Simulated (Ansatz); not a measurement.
`CNBO` and `CNBCBr` differ in one atom or group.

Ansatz, PBE0-D4/def2-TZVP geometries, multiplicity 1. Each molecule was computed in one conformer, which needn't be the lowest.

Scalar relativity is left out up to krypton. Spin–orbit coupling is left out; it splits and shifts lone-pair levels of the heavy atoms by tenths of an eV.

```json
{"property": "HOMO–LUMO gap (ωB97M-V/def2-TZVPP) / eV", "`CNBO`": "11.99"}
{"property": "HOMO–LUMO gap (PBE/def2-TZVPP) / eV", "`CNBO`": "6.15"}
{"property": "LUMO energy (ωB97M-V/def2-TZVPP) / eV", "`CNBO`": "2.54"}
{"property": "HOMO–LUMO gap (B3LYP/def2-TZVPP) / eV", "`CNBO`": "7.75"}
{"property": "size of the dipole moment (ωB97M-V/def2-TZVPP) / D", "`CNBO`": "0.56"}
{"property": "LUMO energy (B3LYP/def2-TZVPP) / eV", "`CNBO`": "0.87"}
```

Question: What does the change do to each property? (Estimate.)

Answer: Computed: 
| property | `CNBCBr` | shift |
| --- | --- | --- |
| HOMO–LUMO gap (ωB97M-V/def2-TZVPP) / eV | 11.05 | -0.94 |
| HOMO–LUMO gap (PBE/def2-TZVPP) / eV | 4.65 | -1.50 |
| LUMO energy (ωB97M-V/def2-TZVPP) / eV | 1.35 | -1.19 |
| HOMO–LUMO gap (B3LYP/def2-TZVPP) / eV | 6.40 | -1.35 |
| size of the dipole moment (ωB97M-V/def2-TZVPP) / D | 2.83 | 2.27 |
| LUMO energy (B3LYP/def2-TZVPP) / eV | -0.81 | -1.68 |

With PBE0 the HOMO falls by 0.35 eV and the LUMO falls by 1.84 eV, so the gap narrows by about 1.49 eV. PBE moves the HOMO by -0.44 eV and ωB97M-V by -0.25 eV. Dipoles are sizes alone; their direction can turn.

B3LYP here is the variant with VWN-RPA as its local correlation; programs differ in this.
